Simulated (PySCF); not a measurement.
Radial density of N(2+) (nitrogen, charge +2)

TPSS, [He] 2s2 2p1, 2P determinant. All numbers are calculated (PySCF 2.14, scalar relativity by spin-free X2C-1e, in cc-pVTZ-DK (4s3p2d1f, 30 functions)).

| r (bohr) | 4πr²ρ (e/bohr) | 4πr²(ρα − ρβ) |
| --- | --- | --- |
| 0.00424 | 0.04615 | 0.0000 |
| 0.00713 | 0.1249 | 0.0000 |
| 0.0120 | 0.3252 | 0.0000 |
| 0.0202 | 0.8152 | -0.0001 |
| 0.0339 | 1.894 | 0.0000 |
| 0.0571 | 3.878 | 0.0009 |
| 0.0960 | 6.395 | 0.0071 |
| 0.161 | 7.385 | 0.0402 |
| 0.272 | 4.810 | 0.1640 |
| 0.457 | 1.982 | 0.4907 |
| 0.768 | 2.513 | 0.8325 |
| 1.29 | 2.012 | 0.5912 |
| 2.17 | 0.3365 | 0.1084 |
| 3.66 | 0.006493 | 0.0022 |

Densities and radii are taken from the X2C orbitals without a picture-change correction, which distorts them close to the nucleus.
